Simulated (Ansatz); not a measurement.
Total energies of F$_{5}$HSi$_{2}$, SMILES `F[SiH](F)[Si](F)(F)F`.

Cartesian coordinates in Å:
```
F 1.6041 -1.2769 0.9180
Si 1.0033 0.1587 0.6118
F 0.6154 0.8392 1.9909
Si -0.9625 -0.1272 -0.6362
F -1.6356 1.2668 -0.9447
F -0.6494 -0.8199 -2.0196
F -2.0194 -1.0174 0.1224
H 2.0442 0.9767 -0.0426
```

Total charge 0; spin multiplicity 1. The structure was optimised at the PBE0-D4/def2-TZVP level. It is one conformer, not always the lowest. Basis def2-TZVPP, Ansatz 0.2.0.

RPA on PBE orbitals: Hartree–Fock energy of these orbitals -1076.15087 Eh, correlation -2.21041 Eh (frozen core).

| functional | kind | energy without D4 (Eh) | D4 term (kJ/mol) |
| --- | --- | --- | --- |
| BHLYP | global hybrid, 50 % | -1079.22477 | -26.0 |
| ωB97M-V | range-separated hybrid meta-GGA with VV10 | -1079.24560 | – |

Give the same for LDA (SPW92), PBE, revPBE, BLYP, r2SCAN, B97M-V, PBE0, B3LYP, r2SCANh, r2SCAN0, HSE06 (plane-wave form), CAM-B3LYP, LC-ωPBE, ωB97X-V, B2PLYP, PBE-QIDH. (An estimate is asked.)

The calculation gave: 
```
             functional                                  kind  energy without D4 (Eh)  D4 term (kJ/mol)
            LDA (SPW92)                                   LDA             -1073.92223                 –
                    PBE                                   GGA             -1078.61792             -19.7
                 revPBE                                   GGA             -1079.07881             -55.0
                   BLYP                                   GGA             -1079.35521             -42.8
                 r2SCAN                              meta-GGA             -1079.14263              -4.7
                 B97M-V                    meta-GGA with VV10             -1079.06406                 –
                   PBE0    global hybrid, 25 % exact exchange             -1078.67183             -16.7
                  B3LYP                   global hybrid, 20 %             -1079.43050             -32.0
                r2SCANh                 meta-GGA hybrid, 10 %             -1079.11210              -5.1
                r2SCAN0                 meta-GGA hybrid, 25 %             -1079.06821              -5.6
HSE06 (plane-wave form)                       screened hybrid             -1078.63932             -15.7
              CAM-B3LYP                range-separated hybrid             -1079.30704             -17.1
                LC-ωPBE           long-range corrected hybrid             -1078.93810                 –
                ωB97X-V  range-separated hybrid GGA with VV10             -1079.13135                 –
                 B2PLYP                         double hybrid             -1078.90492                 –
               PBE-QIDH                         double hybrid             -1078.45524                 –
```

B3LYP takes the VWN-RPA correlation (the form of Gaussian; ORCA's B3LYP/G). HSE06 is the plane-wave form, built on full-range PBE exchange. The double hybrids freeze the cores in their second-order part.

LC-ωPBE has ω = 0.4 bohr⁻¹.
